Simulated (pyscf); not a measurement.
`[OH][In]` [singlet] + `[OH][SiH3]` → `[OH][InH][O][SiH3]`, an insertion (singlet surface; H–O broken, In–O, H–In formed). Structures and frequencies: ωB97X-D3(BJ)/def2-SVP in PySCF. Energies in kJ/mol from the separated reactants.

Small-basis levels: PySCF, no dispersion term, spherical d functions. 

Task: In single points B3LYP/6-31G*+LANL2DZ puts the saddle at 154.8 kJ/mol and the reaction energy at -45.7 kJ/mol. Should these be trusted to within a few kcal/mol? Compare with ωB97M-D3(BJ)/def2-TZVP.

Result: ωB97M-D3(BJ)/def2-TZVP gives ΔE‡ = 198.0 kJ/mol and ΔE = +15.5 kJ/mol. B3LYP/6-31G*+LANL2DZ lies 43.2 kJ/mol under it in the barrier and 61.2 kJ/mol under it in the reaction energy, so on this step it does not hold to within 12.6 kJ/mol. ωB97M-D3(BJ)/def2-TZVP has limits of its own. On the reactant side the descent ends in an adduct with a In–O, O–Si contact (not fully relaxed), 80.4 kJ/mol under the separated species and 267.9 kJ/mol under the saddle at ωB97X-D3(BJ)/def2-TZVP. What is counted as formed (In–O) is already present as a longer contact in the reactant adduct; forming that adduct is a step of its own. At ωB97X-D3(BJ)/def2-TZVP the barrier from the zero used here is 187.6 kJ/mol. This is the saddle that the search found; another between the same sides may lie lower. In the def2 sets elements past Kr carry core potentials, without spin-orbit coupling.
